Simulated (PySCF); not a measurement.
# Ions at one geometry of [PbH2]2+

PySCF 2.14.0, RKS PBE0, Pb def2-SVP with ECP60, H def2-SVP; non-relativistic Hamiltonian with scalar-relativistic core potentials where named; density fitting; no spin-orbit coupling; singlets restricted, open shells unrestricted. The geometry is relaxed for charge +2, singlet, vacuum:

```xyz
3

Pb    0.0000    0.0000    0.5153
H     1.7405    0.0000    0.5153
H    -1.7405    0.0000    0.5153
```

Energies count from the relaxed state; an electron taken off or put on is at rest in vacuum. Charges and spins are Mulliken's.

```
                     state  energy (eV)  spin squared  charge on Pb1 (e)  spin on Pb1 (e)  dipole about the centre of mass (D)
charge +2, singlet, vacuum         0.00          0.00               1.48             0.00                                 0.00
charge +1, doublet, vacuum       -13.58          0.75               0.65             1.07                                 0.00
```

**Question.** What does the state charge +3, doublet, vacuum give?

**Answer.** energy (eV) 26.85, spin squared 0.77, charge on Pb1 (e) 1.96, spin on Pb1 (e) 0.25, dipole about the centre of mass (D) 0.00.

With an electron taken off (doublet) the charges change, summed by element, by Pb +0.48 e, H +0.52 e. The vertical ionisation energy is 26.85 eV, against −ε(HOMO) = 24.02 eV of the relaxed state. The level lies 2.8 eV too high, as is usual for semilocal functionals and global hybrids, which keep a self-interaction error.

With an electron put on (doublet) the charges change, summed by element, by Pb -0.83 e, H -0.17 e. The vertical electron affinity is 13.58 eV, against −ε(LUMO) = 15.93 eV of the relaxed state.

Open shells may have lower solutions than those found.
